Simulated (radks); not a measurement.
Initial-state core-level shifts of neutral hafnium when its valence configuration changes from [Xe] 4f14 5d2 6s2. All-electron calculation, Dirac Kohn-Sham, LDA (Slater exchange, Perdew-Wang correlation), spin-unpolarised, spherical densities, point nucleus; open shells fill j = l - 1/2 first. Program: a radial shooting solver on a logarithmic mesh with Libxc functionals. Shifts are changes of the shell-averaged eigenvalues in eV (positive: less bound).

| valence | 1s | 3p | 4d | 5s |
|---|---|---|---|---|
| 4f13 5d2 6s2 6p1 | -11.450 | -13.328 | -12.196 | -7.489 |
| 4f14 5d2 6s1 6p1 | -1.260 | -1.244 | -1.247 | -1.247 |
| 4f13 5d3 6s2 | -7.921 | -9.741 | -8.591 | -3.949 |
| 4f12.5 5d3.5 6s2 | -12.117 | -14.954 | -13.089 | -5.886 |
| 4f14 5d3 6p1 | +0.274 | +0.351 | +0.376 | +0.393 |
| 4f14 5d1 6s2 6p1 | -3.250 | -3.296 | -3.329 | -3.323 |
| 4f14 5d3 6s1 | +1.406 | +1.465 | +1.490 | +1.509 |
| 4f12 5d3.5 6s2 6p0.5 | -18.327 | -22.280 | -19.608 | -9.654 |
| 4f12.5 5d3.5 6s1.5 6p0.5 | -12.776 | -15.607 | -13.742 | -6.538 |
